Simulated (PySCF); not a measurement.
CH3Li, triplet (typed; the unrestricted solution is spin-contaminated), geometry from GFN2-xTB (such geometries of metal compounds can be far from the true shape) (a higher spin typed on purpose: for a closed-shell molecule this is an excited state), with bond 5-2 at 1.5 times its length; HF/def2-SV(P) (PySCF).

The PySCF input:
```python
from pyscf import gto, scf

mol = gto.M(
    atom='''
Li   -1.238877   -0.720652   -1.088172
C     0.392458    0.227413    0.344803
H     0.739483   -0.695110    0.759741
H    -0.317570    0.812136    0.890224
H     1.213726    0.906967   -0.853803
''',
    basis='def2-sv(p)',
    charge=0,
    spin=2,
    verbose=4,
)

mf = scf.UHF(mol)
mf.kernel()
mo_i, mo_e, stable_i, stable_e = mf.stability(internal=True, external=True, return_status=True, nroots=6, tol=1e-6)
print('internally stable:', stable_i, ' externally stable:', stable_e)
if not stable_i:
    umf = mf.copy()
    umf.scf_summary = {}
    umf.kernel(umf.make_rdm1(mo_i, mf.mo_occ))
mf.analyze()
```

**Question.** Write the output that PySCF gives for this input, abridged.

**Answer.** 
```
PySCF version 2.14.0

[INPUT] verbose = 4
[INPUT] num. atoms = 5
[INPUT] num. electrons = 12
[INPUT] charge = 0
[INPUT] spin (= nelec alpha-beta = 2S) = 2
[INPUT] symmetry False subgroup None
[INPUT] Mole.unit = angstrom
[INPUT] Symbol           X                Y                Z      unit          X                Y                Z       unit  Magmom
[...]
nuclear repulsion = 14.3994752000938
number of shells = 17
number of NR pGTOs = 52
number of NR cGTOs = 29
basis = def2-sv(p)
ecp = {}

******** <class 'pyscf.scf.uhf.UHF'> ********
method = UHF
initial guess = minao
damping factor = 0
level_shift factor = 0
DIIS = <class 'pyscf.scf.diis.CDIIS'>
diis_start_cycle = 1
diis_space = 8
diis_damp = 0
SCF conv_tol = 1e-09
SCF conv_tol_grad = None
SCF max_cycles = 50
direct_scf = True
direct_scf_tol = 1e-13
number electrons alpha = 7  beta = 5
Set gradient conv threshold to 3.16228e-05
init E= -46.5097620107864

cycle= 1 E= -46.8248555622127  delta_E= -0.315  |g|= 0.168  |ddm|= 1.39
cycle= 2 E= -46.8500810374166  delta_E= -0.0252  |g|= 0.0696  |ddm|= 0.362
cycle= 3 E= -46.8550505327055  delta_E= -0.00497  |g|= 0.0296  |ddm|= 0.141
cycle= 4 E= -46.8573421301337  delta_E= -0.00229  |g|= 0.0158  |ddm|= 0.143
cycle= 5 E= -46.8586594858698  delta_E= -0.00132  |g|= 0.0109  |ddm|= 0.13
cycle= 6 E= -46.8593213231413  delta_E= -0.000662  |g|= 0.00937  |ddm|= 0.0583
cycle= 7 E= -46.8603508363757  delta_E= -0.00103  |g|= 0.00577  |ddm|= 0.0858
cycle= 8 E= -46.8607347973467  delta_E= -0.000384  |g|= 0.00144  |ddm|= 0.0819
cycle= 9 E= -46.86072801267  delta_E= 6.78e-06  |g|= 0.00113  |ddm|= 0.0172
cycle= 10 E= -46.8607400668647  delta_E= -1.21e-05  |g|= 0.000302  |ddm|= 0.0166
cycle= 11 E= -46.860740571208  delta_E= -5.04e-07  |g|= 0.000103  |ddm|= 0.00357
cycle= 12 E= -46.8607406463722  delta_E= -7.52e-08  |g|= 3.81e-05  |ddm|= 0.0015
cycle= 13 E= -46.8607406570594  delta_E= -1.07e-08  |g|= 1.63e-05  |ddm|= 0.000567
cycle= 14 E= -46.8607406596359  delta_E= -2.58e-09  |g|= 5.67e-06  |ddm|= 0.000214
cycle= 15 E= -46.8607406598673  delta_E= -2.31e-10  |g|= 3e-06  |ddm|= 5.48e-05
Extra cycle  E= -46.8607406598891  delta_E= -2.17e-11  |g|= 2.42e-06  |ddm|= 5.6e-06
converged SCF energy = -46.8607406598891  <S^2> = 2.1311792  2S+1 = 3.086214
uhf_internal: lowest eigs of H = [0.14055208 0.1414493  0.16750937 0.19716791 0.27137664 0.32921564]
<class 'pyscf.scf.uhf.UHF'> wavefunction is stable in the internal stability analysis
uhf_real2complex: lowest eigs of H = [0.07321529 0.07536471 0.09883064 0.13942595 0.16544967 0.24518022]
<class 'pyscf.scf.uhf.UHF'> wavefunction is stable in the real -> complex stability analysis
uhf_external: lowest eigs of H = [-1.62918529e-02  9.10091712e-07  4.51070510e-02  6.51834960e-02
  7.71286775e-02  7.81962739e-02]
<class 'pyscf.scf.uhf.UHF'> wavefunction has an UHF/UKS -> GHF/GKS instability
internally stable: True  externally stable: False
**** SCF Summaries ****
Total Energy =                         -46.860740659889075
Nuclear Repulsion Energy =              14.399475200093830
One-electron Energy =                  -90.126142380979914
Two-electron Energy =                   28.865926520997004
Two-electron Coulomb Energy =           36.739069265729661
DFT Exchange-Correlation Energy =       -7.873142744732657
**** MO energy ****
                             alpha | beta                alpha | beta
[...]
To work with the spin densities directly, `use mulliken_meta_spin()` only printing them here.

 ** Mulliken spin pop alpha/beta on meta-lowdin orthogonal AOs **
 ** Mulliken Spin Density (per AO)  **
spin_pop of  0 Li 1s        0.00016
spin_pop of  0 Li 2s        0.91620
spin_pop of  0 Li 3s        0.01410
spin_pop of  0 Li 2px       0.02080
spin_pop of  0 Li 2py       0.00707
spin_pop of  0 Li 2pz       0.00932
spin_pop of  0 Li 3px       0.00372
spin_pop of  0 Li 3py       0.00128
spin_pop of  0 Li 3pz       0.00218
spin_pop of  1 C 1s       -0.00001
spin_pop of  1 C 2s        0.16539
spin_pop of  1 C 3s        0.00596
spin_pop of  1 C 2px       0.51860
spin_pop of  1 C 2py       0.24892
spin_pop of  1 C 2pz       0.51682
spin_pop of  1 C 3px       0.00628
spin_pop of  1 C 3py       0.00223
spin_pop of  1 C 3pz       0.00438
spin_pop of  1 C 3dxy     -0.00072
spin_pop of  1 C 3dyz     -0.00021
spin_pop of  1 C 3dz^2    -0.00002
spin_pop of  1 C 3dxz     -0.00034
spin_pop of  1 C 3dx2-y2   -0.00017
spin_pop of  2 H 1s       -0.05122
spin_pop of  2 H 2s        0.00145
spin_pop of  3 H 1s       -0.05094
spin_pop of  3 H 2s        0.00150
spin_pop of  4 H 1s       -0.34285
spin_pop of  4 H 2s        0.00016
 ** Mulliken Spin Density (per atom)  **
spin density of  0 Li =      0.97483
spin density of  1 C =      1.46709
spin density of  2 H =     -0.04978
spin density of  3 H =     -0.04944
spin density of  4 H =     -0.34270
 ** Mulliken pop alpha/beta on meta-lowdin orthogonal AOs **
 ** Mulliken pop       alpha | beta **
[...]
In total             7.00000 | 5.00000
 ** Mulliken atomic charges   ( Nelec_alpha | Nelec_beta ) **
charge of  0Li =     -0.00873  (     1.99178      1.01695 )
charge of  1C =     -0.30609  (     3.88659      2.41950 )
charge of  2H =      0.12152  (     0.41435      0.46413 )
charge of  3H =      0.12111  (     0.41472      0.46417 )
charge of  4H =      0.07218  (     0.29256      0.63526 )
Dipole moment(X, Y, Z, Debye):  2.60987,  1.50762,  2.19882
```
